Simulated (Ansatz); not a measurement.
## Molecular dynamics of C₄H₁₂OSi

The input (input.yaml):

```yaml
crystal:
  periodic: [false, false, false]
  atoms:
    - { symbol: C, position_ang: [-2.677641, -0.665556, 0.312913] }
    - { symbol: O, position_ang: [-1.30513, -0.630304, -0.216623] }
    - { symbol: C, position_ang: [-0.572407, 0.189137, 0.721383] }
    - { symbol: C, position_ang: [0.915134, 0.338949, 0.248393] }
    - { symbol: C, position_ang: [1.213997, 1.630471, -0.583108] }
    - { symbol: Si, position_ang: [1.83191, -1.071059, -0.57081] }
    - { symbol: H, position_ang: [-2.802654, -0.887717, 1.373524] }
    - { symbol: H, position_ang: [-3.368238, 0.202455, 0.116239] }
    - { symbol: H, position_ang: [-3.238272, -1.468157, -0.189459] }
    - { symbol: H, position_ang: [-0.523207, -0.331476, 1.728322] }
    - { symbol: H, position_ang: [-0.898498, 1.288439, 0.846897] }
    - { symbol: H, position_ang: [1.464458, 0.612125, 1.205493] }
    - { symbol: H, position_ang: [1.868368, 2.249316, 0.028403] }
    - { symbol: H, position_ang: [1.661753, 1.441277, -1.553777] }
    - { symbol: H, position_ang: [0.308951, 2.200463, -0.68154] }
    - { symbol: H, position_ang: [1.217794, -1.449138, -1.842826] }
    - { symbol: H, position_ang: [3.115342, -0.598787, -0.818528] }
    - { symbol: H, position_ang: [1.931763, -2.188987, 0.293351] }
basis:
  gaussian: { orbitals: STO-3G }
hamiltonian:
  xc: pbe0
  dispersion: d4
md:
  timestep: 0.5
  n_steps: 272
  ensemble: nvt_nose_hoover
  temperature: 300.0
  initial_velocities: maxwell_boltzmann
  seed: 565698
  nose_hoover: { tau: 20.0, chain_length: 5 }
```

Launched with:

```bash
$ ansatz run input.yaml --threads 1 --pin off --max-ram 2048MiB --backend cpu --events-out ev --progress --plain --runs-dir out
```

It goes on from the last frame of an earlier run, with new velocities.

Output, in part (step lines, the closing report, with atoms numbered from 0):

```
md step     0: t =     0.00 fs  T =   300.0 K  F+E_penalty+E_count = -14087.29032088 eV  E_kin = 0.620448 eV  conserved = -14086.66987288 eV  (21 SCF iters)
md step     1: t =     0.50 fs  T =   321.8 K  F+E_penalty+E_count = -14087.33587005 eV  E_kin = 0.665559 eV  conserved = -14086.67030379 eV  (26 SCF iters)
md step     2: t =     1.00 fs  T =   336.6 K  F+E_penalty+E_count = -14087.36671478 eV  E_kin = 0.696160 eV  conserved = -14086.67047977 eV  (26 SCF iters)
md step    97: t =    48.50 fs  T =   232.3 K  F+E_penalty+E_count = -14087.59175042 eV  E_kin = 0.480409 eV  conserved = -14086.67105684 eV  (25 SCF iters)
md step    98: t =    49.00 fs  T =   246.4 K  F+E_penalty+E_count = -14087.62624460 eV  E_kin = 0.509690 eV  conserved = -14086.67172572 eV  (25 SCF iters)
md step    99: t =    49.50 fs  T =   257.6 K  F+E_penalty+E_count = -14087.65438221 eV  E_kin = 0.532807 eV  conserved = -14086.67225308 eV  (26 SCF iters)
md step   100: t =    50.00 fs  T =   262.0 K  F+E_penalty+E_count = -14087.66798473 eV  E_kin = 0.541802 eV  conserved = -14086.67249950 eV  (26 SCF iters)
md step   101: t =    50.50 fs  T =   257.9 K  F+E_penalty+E_count = -14087.66344748 eV  E_kin = 0.533287 eV  conserved = -14086.67236819 eV  (26 SCF iters)
[... lines left out ...]
Total energy: -14087.13304202 eV, -517.6925906927 hartree
Atom 0 at    -2.217085    -1.132888     0.106051 Å, force     1.738524     3.361993    -1.703964 eV/Å
Atom 1 at    -0.990003    -0.370204    -0.325410 Å, force    -1.511466    -1.110714     0.006333 eV/Å
Atom 2 at    -0.463986     0.370617     0.803234 Å, force     1.776661    -1.402462    -0.296781 eV/Å
Atom 3 at     1.027936     0.493322     0.344457 Å, force     1.045786     1.861752     1.168265 eV/Å
Atom 4 at     1.221615     1.734646    -0.632880 Å, force    -0.234557     0.892284     0.996162 eV/Å
Atom 5 at     1.350072    -1.144577    -0.453194 Å, force    -1.999809     0.038787     0.324834 eV/Å
Atom 6 at    -2.106334    -1.278609     1.153436 Å, force    -0.398865    -1.208080     1.577417 eV/Å
Atom 7 at    -3.090647    -0.498500    -0.105912 Å, force    -0.452754    -0.123611     0.156971 eV/Å
Atom 8 at    -2.209798    -1.976443    -0.551756 Å, force    -0.372214    -1.580658    -0.231921 eV/Å
Atom 9 at    -0.413414    -0.263214     1.717014 Å, force    -0.625038     0.327567     0.090707 eV/Å
Atom 10 at    -1.029150     1.278944     0.958329 Å, force    -0.285041     1.128355     0.504361 eV/Å
Atom 11 at     1.704725     0.529443     1.273012 Å, force    -1.020704     0.535218    -1.475335 eV/Å
Atom 12 at     1.690209     1.547390    -1.601434 Å, force     0.174137    -0.723085    -0.122371 eV/Å
Atom 13 at     0.208680     2.123865    -0.862386 Å, force     0.463484    -0.012379     0.050006 eV/Å
Atom 14 at     1.817917     2.590970    -0.207881 Å, force    -0.673916    -0.957733     0.067696 eV/Å
Atom 15 at     0.847028    -1.244265    -1.754024 Å, force    -0.193480    -0.181036    -1.244609 eV/Å
Atom 16 at     2.696322    -1.314938    -0.496123 Å, force     2.725997    -0.366074    -0.174249 eV/Å
Atom 17 at     0.830679    -2.179435     0.371454 Å, force    -0.156746    -0.480125     0.306480 eV/Å
Dipole moment:    -0.209484     0.013509     0.218588 e Å
```

The steps, from the saved trajectory:

```tsv
time (fs)	T (K)	potential energy less start (eV)	conserved less start (meV/atom)
0.0	300	0.000	0.00
4.5	326	-0.058	0.03
9.0	240	0.114	0.05
13.5	407	-0.236	-0.05
18.0	313	-0.057	0.07
22.5	238	0.072	0.15
27.0	317	-0.134	0.02
31.5	291	-0.133	-0.01
36.0	274	-0.180	0.03
40.5	222	-0.169	-0.02
45.0	298	-0.397	-0.18
49.5	258	-0.364	-0.13
54.0	238	-0.350	-0.09
58.5	272	-0.434	-0.12
63.0	266	-0.423	-0.12
67.5	267	-0.418	-0.06
72.0	239	-0.350	0.00
76.5	323	-0.514	-0.08
81.0	322	-0.503	-0.09
85.5	255	-0.359	-0.04
90.0	277	-0.398	-0.07
94.5	282	-0.396	-0.13
99.0	279	-0.370	-0.12
103.5	220	-0.215	-0.06
108.0	257	-0.246	-0.12
112.5	312	-0.285	-0.14
117.0	263	-0.088	-0.02
121.5	265	-0.010	0.00
126.0	308	-0.045	0.04
130.5	293	0.019	0.10
135.0	220	0.188	0.16
```

All steps were run. The conserved energy stayed within 0.19 meV per atom of its start (net change 0.13 meV per atom), so the integration is sound. A run of 0.14 ps of so small a system gives no equilibrium averages. Limits of this set-up: minimal basis.

The same pairs are bonded in the first frame and the last. Pairs count as bonded within 1.25 times the sum of covalent radii (0.12 Å more for H–H).

Last frame:

```xyz
18
Properties=species:S:1:pos:R:3
C -2.217 -1.133 0.106
O -0.990 -0.370 -0.325
C -0.464 0.371 0.803
C 1.028 0.493 0.344
C 1.222 1.735 -0.633
Si 1.350 -1.145 -0.453
H -2.106 -1.279 1.153
H -3.091 -0.498 -0.106
H -2.210 -1.976 -0.552
H -0.413 -0.263 1.717
H -1.029 1.279 0.958
H 1.705 0.529 1.273
H 1.690 1.547 -1.601
H 0.209 2.124 -0.862
H 1.818 2.591 -0.208
H 0.847 -1.244 -1.754
H 2.696 -1.315 -0.496
H 0.831 -2.179 0.371
```

Run time: 20 min on 1 thread of Arm Neoverse V1, on a shared host, peak memory 0.12 GiB.
